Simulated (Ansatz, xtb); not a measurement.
**Two isomers of C4H7GeN**

Structure X: `N#C[C@@H]1C[C@@H]1[GeH3]`, a singlet. Structure Y: `N#C[C@@H]1C[C@H]1[GeH3]`, a singlet. Both are isolated molecules in the gas phase, relaxed with B3LYP/def2-SVP.

Energies in hartree; the thermal terms are from GFN2-xTB frequencies at re-optimised GFN2-xTB minima (ideal gas, soft modes damped towards free rotors, one conformer each, 298.15 K, 1 atm) and include the zero-point energy:

```
                               X            Y
E, CCSD(T)/def2-SVP  −2285.892715  −2285.893284
    E, MP2/def2-SVP  −2285.818028  −2285.818562
  E, MP2/def2-TZVPP  −2286.488617  −2286.489016
  zero-point energy      0.090962      0.090795
       H(298 K) − E      0.099495      0.099382
       G(298 K) − E      0.058276      0.057950
```

Problem. Correct the CCSD(T) difference for the basis set by the MP2 change, then work out ΔE, ΔE₀, ΔH and ΔG for X → Y in kJ/mol (1 Eh = 2625.50 kJ/mol) and the equilibrium ratio [Y]/[X].

Solution. 1. Differences Y − X: CCSD(T) −0.000569, MP2 in the small set −0.000534, MP2 in the large set −0.000399 Eh.
2. ΔE = −0.000569 + (−0.000399 − (−0.000534)) = −0.000434 Eh = −1.14 kJ/mol.
3. ΔE₀ = ΔE + ΔZPE = −0.000434 + (−0.000167) Eh = −1.58 kJ/mol.
4. ΔH = ΔE + (−0.000113) Eh = −1.44 kJ/mol.
5. ΔG = ΔE + (−0.000326) Eh = −2.00 kJ/mol, so ΔS = (ΔH − ΔG)/T = +1.9 J/(mol K).
6. kT = 0.9442 mEh, so K = [Y]/[X] = exp(−ΔG/kT) = exp(+0.80) ≈ 2.2.

The two are too close for this level to say which is favoured. An error of 4 kJ/mol in ΔG would change K by a factor of 5. Mirror images and further conformers aren't counted.

As drawn, both hold the same kinds of bond in the same numbers.

Other levels gave ΔE = −0.4 (GFN2-xTB); −4.0 (HF/STO-3G, GFN2-xTB geometries); −2.2 (r2SCAN-D4/def2-SVP, GFN2-xTB geometries); −2.6 (B3LYP/def2-SVP); −2.8 (HF/def2-SVP); −1.4 (MP2/def2-SVP); −1.5 (CCSD(T)/def2-SVP) kJ/mol. The correlated steps freeze 14 core orbitals; the filled d shell of Ge is correlated, in a basis made for valence electrons. Programs: Ansatz 0.2.0, xtb 6.7.1.
